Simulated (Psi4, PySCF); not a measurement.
H$_{6}$FGeNSi (SMILES F[SiH2][NH][GeH3]), singlet, at a GFN2-xTB geometry, atoms displaced at random by about 0.03 Å a coordinate. Base run: PBE/STO-3G, gradient (PySCF).

Here is a job for PySCF.
```python
from pyscf import gto, scf, dft

mol = gto.Mole()
mol.atom = '''
    Si    1.58296928   -0.55746229    0.08206987
    F     2.73907613   -0.12923184   -0.96718506
    N     0.23581473    0.24991395   -0.46532338
    Ge   -1.46835784    0.28554005    0.28752106
    H     2.09965802   -0.11783374    1.41031986
    H     1.40310686   -2.01064382    0.00519986
    H     0.42501915    1.12978214   -1.02569411
    H    -2.36112339    0.95844936   -0.66490759
    H    -1.48470333    0.90220577    1.64718494
    H    -1.81163558   -1.18409136    0.38866353
'''
mol.basis = 'sto-3g'
mol.verbose = 3
mol.build()

mf = dft.RKS(mol)
mf.xc = 'pbe'
mf.kernel()
g = mf.nuc_grad_method()
grad = g.kernel()
```

Programs used: Psi4, PySCF; a row that names a program was run with it.

The coordinate followed is y of atom 4.

Variants of this job, named by their change:

| change | dE/dx (Eh/bohr) | net force (Eh/bohr) |
|---|---|---|
| base | 0.016778 | 0.000170 |
| finite difference step (bohr) = 0.2; conv_tol = 1e-11 | 0.015633 | - |
| grids.level = 0; grid_response = off | 0.017512 | 0.019136 |
| finite difference step (bohr) = 1e-4; conv_tol = 1e-11 | 0.016769 | - |
| grids.level = 5; grid_response = off | 0.016761 | 0.000017 |
| conv_tol = 1e-11 | 0.016779 | 0.000170 |
| code = psi4 | 0.016771 | 0.000235 |
| finite difference step (bohr) = 1e-3; conv_tol = 1e-11 | 0.016769 | - |
| grids.level = 1; grid_response = off | 0.016717 | 0.001316 |
| grids.level = 5; grid_response = on | 0.016761 | 0.000000 |
| finite difference step (bohr) = 1e-5; conv_tol = 1e-11 | 0.016770 | - |
| grids.level = 0; grid_response = on | 0.016468 | 0.000000 |

The net force is zero for an exact gradient.
